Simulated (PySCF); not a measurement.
Si(H)2(Me)2 (C₂H₈Si), SMILES C[SiH2]C. Geometry optimised at r2SCAN-D4/def2-SVP. The isomer is the one that the SMILES or the coordinates give; other isomers of the formula were not compared.

Computed equilibrium geometry at r2SCAN-D4/def2-SVP (PySCF confirms it by a frequency run) as bond lengths and angles, and its point group:
point group C2v.
Atoms: Si1 C2 C3 H4 H5 H6 H7 H8 H9 H10 H11. Bonds (Å): Si1–C2 1.881, Si1–C3 1.881, Si1–H4 1.498, Si1–H5 1.498, C2–H6 1.102, C2–H7 1.102, C2–H8 1.102, C3–H9 1.102, C3–H10 1.102, C3–H11 1.102. Angles (°): C2–Si1–C3 111.2, C2–Si1–H4 109.5, C2–Si1–H5 109.5, C3–Si1–H4 109.5, C3–Si1–H5 109.5, H4–Si1–H5 107.4, Si1–C2–H6 111.0, Si1–C2–H7 111.3, Si1–C2–H8 111.0, H6–C2–H7 107.8, H6–C2–H8 107.8, H7–C2–H8 107.8, Si1–C3–H9 111.3, Si1–C3–H10 111.0, Si1–C3–H11 111.0, H9–C3–H10 107.8, H9–C3–H11 107.8, H10–C3–H11 107.8.
Charge 0, spin multiplicity 1.
